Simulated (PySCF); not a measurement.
BBr2, SMILES Br[B]Br (connectivity only; charge and spin as stated), charge +1, multiplicity 1. Heavy atoms are numbered as in [Br:1][B:2][Br:3].

Geometry optimised at B3LYP-D3(BJ)/def2-TZVP. The spin state was assumed, not searched. The isomer is the one that the SMILES or the coordinates give; other isomers of the formula were not compared.

All values below come from PBE0/def2-TZVPD run with PySCF.

Mulliken values depend strongly on the basis, most of all with diffuse functions as here. Atomic charges (e), one atom of each kind:

```csv
atom,IAO,Mulliken
Br1,0.45,0.12
B2,0.10,0.76
```
